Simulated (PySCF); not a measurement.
# Radial density of In⁺ (indium, charge +1)

PBE, [Kr] 4d10 5s2, closed-shell 1S. All numbers are calculated (PySCF 2.14, the spin-free X2C one-electron Hamiltonian (Gaussian nucleus), in x2c-SVPall (6s5p3d, 36 functions)).

| r (bohr) | 4πr²ρ (e/bohr) |
| --- | --- |
| 0.0236 | 62.58 |
| 0.0397 | 53.78 |
| 0.0667 | 70.00 |
| 0.112 | 75.07 |
| 0.189 | 54.97 |
| 0.317 | 61.21 |
| 0.534 | 20.21 |
| 0.898 | 21.12 |
| 1.51 | 6.896 |
| 2.54 | 1.474 |
| 4.27 | 0.1292 |
| 7.19 | 0.0003799 |

Densities and radii are taken from the X2C orbitals without a picture-change correction, which distorts them close to the nucleus.
